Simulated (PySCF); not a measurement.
PySCF input file for B(Cl)(OH)(SH) (BClH2OS), SMILES OB(S)Cl, TDDFT-LC-ωPBE/def2-SVPD. The structure is a stationary point at B3LYP-D3(BJ)/def2-SVP. The values are those of a single conformer.

```python
import numpy as np
from pyscf import gto, scf, dft, tdscf

mol = gto.M(
    atom='''
    B     0.37188776    0.00878745    0.00000000
    Cl   -0.55870059    1.53022356    0.00000000
    O     1.72118320    0.02075905    0.00000000
    H     2.09920716    0.91057532    0.00000000
    S    -0.54886712   -1.54978251    0.00000000
    H     0.55167244   -2.33786536    0.00000000
    ''',
    basis='def2-SVPD',
    charge=0,
    spin=0,
    symmetry=True,
    max_memory=1600,
    verbose=4,
)
mf = dft.RKS(mol, xc='lc_wpbe').density_fit(auxbasis='def2-universal-jkfit')
mf.grids.level = 3
mf.conv_tol = 1e-9
mf.max_cycle = 100
mf.kernel()
mf.grids = dft.Grids(mol).set(level=1).build(with_non0tab=True)  # coarser grid for the response kernel
td = tdscf.TDDFT(mf)
td.singlet = True
td.nstates = 10
td.conv_tol = 1e-4
td.kernel(x0=td.get_init_guess(mf, 15))
td.analyze()
tt = tdscf.TDA(mf)
tt.singlet = False
tt.nstates = 4
tt.conv_tol = 1e-4
tt.kernel(x0=tt.get_init_guess(mf, 9))
tt.analyze(verbose=3)
```

Program output:

```
PySCF version 2.14.0

[INPUT] verbose = 4
[INPUT] num. atoms = 6
[INPUT] num. electrons = 48
[INPUT] charge = 0
[INPUT] spin (= nelec alpha-beta = 2S) = 0
[INPUT] symmetry True subgroup None
[INPUT] Mole.unit = angstrom
[INPUT] Symbol           X                Y                Z      unit          X                Y                Z       unit  Magmom
[INPUT]  1 B      0.371887760000   0.008787450000   0.000000000000 AA    0.702766015478   0.016605873833   0.000000000000 Bohr   0.0
[INPUT]  2 Cl    -0.558700590000   1.530223560000   0.000000000000 AA   -1.055791100733   2.891703437757   0.000000000000 Bohr   0.0
[INPUT]  3 O      1.721183200000   0.020759050000   0.000000000000 AA    3.252564858202   0.039228919106   0.000000000000 Bohr   0.0
[INPUT]  4 H      2.099207160000   0.910575320000   0.000000000000 AA    3.966926611126   1.720737970588   0.000000000000 Bohr   0.0
[INPUT]  5 S     -0.548867120000  -1.549782510000   0.000000000000 AA   -1.037208535579  -2.928664496541   0.000000000000 Bohr   0.0
[INPUT]  6 H      0.551672440000  -2.337865360000   0.000000000000 AA    1.042509822071  -4.417925246508   0.000000000000 Bohr   0.0

nuclear repulsion = 184.629488389286
point group symmetry = Cs
symmetry origin: [ 1.96846465e-09 -1.18107864e-09  0.00000000e+00]
symmetry axis x: [ 1.00000000e+00 -4.06608615e-11  0.00000000e+00]
symmetry axis y: [4.06608615e-11 1.00000000e+00 0.00000000e+00]
symmetry axis z: [0. 0. 1.]
num. orbitals of irrep A' = 80
num. orbitals of irrep A" = 33
number of shells = 47
number of NR pGTOs = 173
number of NR cGTOs = 113
basis = def2-SVPD
ecp = {}


******** <class 'pyscf.df.df_jk.DFSymAdaptedRKS'> ********
method = DFSymAdaptedRKS
initial guess = minao
damping factor = 0
level_shift factor = 0
DIIS = <class 'pyscf.scf.diis.CDIIS'>
diis_start_cycle = 1
diis_space = 8
diis_damp = 0
SCF conv_tol = 1e-09
SCF conv_tol_grad = None
SCF max_cycles = 100
direct_scf = False
XC library pyscf.dft.libxc version 7.1.2
    S. Lehtola, C. Steigemann, M. J. T. Oliveira, and M. A. L. Marques,  SoftwareX 7, 1–5 (2018)
XC functionals = lc_wpbe
    O. A. Vydrov and G. E. Scuseria,  J. Chem. Phys. 125, 234109 (2006)
radial grids:
    Treutler-Ahlrichs [JCP 102, 346 (1995); DOI:10.1063/1.469408] (M4) radial grids

becke partition: Becke, JCP 88, 2547 (1988); DOI:10.1063/1.454033
pruning grids: <function nwchem_prune>
grids dens level: 3
symmetrized grids: True
atomic radii adjust function: <function treutler_atomic_radii_adjust>
small_rho_cutoff = 0
Freeze 0 electrons in irreps []
    48 free electrons in irreps A' A"
Set gradient conv threshold to 3.16228e-05
Initial guess from minao.
tot grids = 85504
Create RSH-DF object <pyscf.df.df.DF object> for omega=0.4
******** <class 'pyscf.df.df.DF'> ********
auxbasis = auxmol.basis = def2-universal-jkfit
init E= -959.547168958137
HOMO (A") = -0.356466718403115  LUMO (A") = 0.0124074395047664  gap/eV = 10.03758
cycle= 1 E= -959.073817012437  delta_E= 0.473  |g|= 0.624  |ddm|=  2.8
HOMO (A") = -0.387462502193263  LUMO (A') = 0.0430070896903341  gap/eV = 11.71367
cycle= 2 E= -959.099337084611  delta_E= -0.0255  |g|= 0.612  |ddm|= 1.14
HOMO (A") = -0.393307877625202  LUMO (A') = 0.0438434474562905  gap/eV = 11.89549
cycle= 3 E= -959.166973018671  delta_E= -0.0676  |g|= 0.0628  |ddm|= 0.537
HOMO (A") = -0.395186875404299  LUMO (A') = 0.0470626177135873  gap/eV = 12.03422
cycle= 4 E= -959.167959207816  delta_E= -0.000986  |g|= 0.0247  |ddm|= 0.118
HOMO (A") = -0.394229232698184  LUMO (A') = 0.0466918541314008  gap/eV = 11.99807
cycle= 5 E= -959.168146502232  delta_E= -0.000187  |g|= 0.00571  |ddm|= 0.0375
HOMO (A") = -0.393867438584017  LUMO (A') = 0.0467118410844658  gap/eV = 11.98877
cycle= 6 E= -959.168159845297  delta_E= -1.33e-05  |g|= 0.00132  |ddm|= 0.0126
HOMO (A") = -0.394068898024728  LUMO (A') = 0.0466722607937977  gap/eV = 11.99318
cycle= 7 E= -959.168160687905  delta_E= -8.43e-07  |g|= 0.000354  |ddm|= 0.00283
HOMO (A") = -0.394022795814926  LUMO (A') = 0.0466721901867331  gap/eV = 11.99192
cycle= 8 E= -959.168160757542  delta_E= -6.96e-08  |g|= 7.04e-05  |ddm|= 0.000802
HOMO (A") = -0.394032658140395  LUMO (A') = 0.0466713504827072  gap/eV = 11.99217
cycle= 9 E= -959.168160761765  delta_E= -4.22e-09  |g|= 1.45e-05  |ddm|= 0.00024
HOMO (A") = -0.394030042198201  LUMO (A') = 0.0466711075406412  gap/eV = 11.99209
cycle= 10 E= -959.168160761933  delta_E= -1.67e-10  |g|= 5.34e-06  |ddm|= 4.34e-05
HOMO (A") = -0.394031227543332  LUMO (A') = 0.0466711222090614  gap/eV = 11.99212
Extra cycle  E= -959.168160761953  delta_E= -2.02e-11  |g|= 2.34e-06  |ddm|= 1.31e-05
converged SCF energy = -959.168160761953
tot grids = 27936


******** <class 'pyscf.tdscf.rks.TDDFT'> for <class 'pyscf.df.df_jk.DFSymAdaptedRKS'> ********
nstates = 10 singlet
deg_eia_thresh = 1.000e-03
wfnsym = None
conv_tol = 0.0001
eigh lindep = 1e-12
eigh level_shift = 0
eigh max_cycle = 100


Excitation energies (eV)
[6.87127452 7.10135969 7.67227502 7.95455293 8.40748623 8.57216446
 8.71497978 9.02300576 9.04499916 9.16471194]

** Singlet excitation energies and oscillator strengths **
Excited State   1:   A"      6.87127 eV    180.44 nm  f=0.0039
      24 -> 25        0.21916
      24 -> 27       -0.27402
      24 -> 29        0.47746
      24 -> 31       -0.21151
      24 -> 32       -0.25361
Excited State   2:   A'      7.10136 eV    174.59 nm  f=0.2042
      24 -> 26        0.68649
Excited State   3:   A"      7.67228 eV    161.60 nm  f=0.0420
      24 -> 25       -0.53880
      24 -> 27        0.23434
      24 -> 29        0.22147
      24 -> 32       -0.16656
      24 -> 36        0.14674
      24 -> 37        0.14654
Excited State   4:   A"      7.95455 eV    155.87 nm  f=0.0006
      23 -> 26        0.68595
      23 -> 30       -0.12369
Excited State   5:   A"      8.40749 eV    147.47 nm  f=0.0014
      20 -> 26        0.13739
      21 -> 26        0.58137
      24 -> 25        0.11065
      24 -> 27        0.22371
      24 -> 31       -0.15379
      24 -> 38        0.10811
Excited State   6:   A"      8.57216 eV    144.64 nm  f=0.0003
      21 -> 26        0.31815
      24 -> 25       -0.25920
      24 -> 27       -0.44173
      24 -> 31        0.24954
      24 -> 38       -0.12441
Excited State   7:   A'      8.71498 eV    142.27 nm  f=0.0791
      22 -> 26        0.64653
      23 -> 25        0.17392
Excited State   8:   A'      9.02301 eV    137.41 nm  f=0.1091
      22 -> 26        0.17075
      23 -> 25       -0.58865
      23 -> 28        0.16284
      23 -> 29       -0.10035
      23 -> 36        0.12639
Excited State   9:   A"      9.04500 eV    137.07 nm  f=0.0049
      22 -> 25        0.54088
      22 -> 27        0.13418
      22 -> 36       -0.13246
      24 -> 28        0.33126
Excited State  10:   A"      9.16471 eV    135.28 nm  f=0.0221
      22 -> 25       -0.13972
      24 -> 27        0.20223
      24 -> 28        0.28847
      24 -> 29        0.34674
      24 -> 31        0.37354
      24 -> 32        0.14067
      24 -> 38       -0.16619

** Transition electric dipole moments (AU) **
state          X           Y           Z        Dip. S.      Osc.
  1        -0.0000      0.0000      0.1518      0.0230      0.0039
  2        -0.4181     -0.9994      0.0000      1.1736      0.2042
  3         0.0000      0.0000     -0.4727      0.2235      0.0420
  4        -0.0000     -0.0000     -0.0542      0.0029      0.0006
  5        -0.0000     -0.0000     -0.0835      0.0070      0.0014
  6        -0.0000     -0.0000     -0.0378      0.0014      0.0003
  7        -0.4026      0.4567      0.0000      0.3706      0.0791
  8        -0.6552     -0.2537      0.0000      0.4937      0.1091
  9         0.0000      0.0000      0.1480      0.0219      0.0049
 10        -0.0000      0.0000     -0.3135      0.0983      0.0221

** Transition velocity dipole moments (imaginary part, AU) **
state          X           Y           Z        Dip. S.      Osc.
  1        -0.0000     -0.0000      0.0418      0.0017      0.0046
  2        -0.1077     -0.2608      0.0000      0.0796      0.2034
  3        -0.0000      0.0000     -0.1337      0.0179      0.0423
  4        -0.0000     -0.0000     -0.0165      0.0003      0.0006
  5         0.0000     -0.0000     -0.0307      0.0009      0.0020
  6        -0.0000     -0.0000     -0.0093      0.0001      0.0002
  7        -0.1260      0.1456     -0.0000      0.0371      0.0772
  8        -0.2180     -0.0828     -0.0000      0.0544      0.1094
  9        -0.0000      0.0000      0.0473      0.0022      0.0045
 10         0.0000      0.0000     -0.1143      0.0131      0.0259

** Transition magnetic dipole moments (imaginary part, AU) **
state          X           Y           Z
  1         0.6323      0.1338     -0.0000
  2         0.0000      0.0000      0.1773
  3        -0.5444      0.3157     -0.0000
  4        -0.6256      0.5036     -0.0000
  5        -0.7275     -0.1359     -0.0000
  6        -1.0522      0.2533     -0.0000
  7         0.0000      0.0000      0.1877
  8         0.0000      0.0000     -0.8937
  9        -0.5948     -0.5377      0.0000
 10         0.1827      0.1265      0.0000


******** <class 'pyscf.tdscf.rks.TDA'> for <class 'pyscf.df.df_jk.DFSymAdaptedRKS'> ********
nstates = 4 triplet
deg_eia_thresh = 1.000e-03
wfnsym = None
conv_tol = 0.0001
eigh lindep = 1e-12
eigh level_shift = 0
eigh max_cycle = 100


Excitation energies (eV)
[5.97367013 6.32911975 7.31002088 7.6816676 ]

** Triplet excitation energies and oscillator strengths **
Excited State   1:   A'      5.97367 eV    207.55 nm  f=0.0000
Excited State   2:   A"      6.32912 eV    195.89 nm  f=0.0000
Excited State   3:   A"      7.31002 eV    169.61 nm  f=0.0000
Excited State   4:   A"      7.68167 eV    161.40 nm  f=0.0000
```

Self-consistency was reached.

Cost: about 120 core-seconds (a rough figure).
